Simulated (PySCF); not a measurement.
RbF, SMILES [Rb][F].

The structure is a stationary point at B3LYP-D3(BJ)/def2-TZVPD. The def2 effective core potentials stand for the cores of Rb; spin–orbit coupling is left out.

Two levels are set side by side: PBE/def2-TZVPD (PySCF) and ωB97X/def2-TZVPD (PySCF). Same geometry, gas phase. Differences are taken from unrounded values.

```
quantity                     ωB97X
---------------------------  -----
orbital gap (eV)              8.78
highest occupied level (eV)  -8.70
lowest empty level (eV)       0.07
dipole moment (D)             9.38
mean polarisability (bohr³)   20.3
```

Question: What does PBE give, and how far is it from ωB97X? (The exact figures need the calculation; the answer reports its results.)

Answer: 
```json
[
 {"quantity": "orbital gap (eV)", "PBE": "2.86", "PBE minus ωB97X": "-5.91"},
 {"quantity": "highest occupied level (eV)", "PBE": "-4.47", "PBE minus ωB97X": "4.23"},
 {"quantity": "lowest empty level (eV)", "PBE": "-1.61", "PBE minus ωB97X": "-1.68"},
 {"quantity": "dipole moment (D)", "PBE": "8.93", "PBE minus ωB97X": "-0.45"},
 {"quantity": "mean polarisability (bohr³)", "PBE": "27.9", "PBE minus ωB97X": "7.6"}
]
```

PBE's occupied levels lie high since its potential decays too fast outside the molecule; exact exchange lowers them and widens the gap. PBE's more diffuse valence density responds more strongly to a field. Differences between two approximate levels are no errors against the true value.

Rough cost on one machine, each run with all the roots and properties that it gave: ωB97X against PBE within a factor of 2.
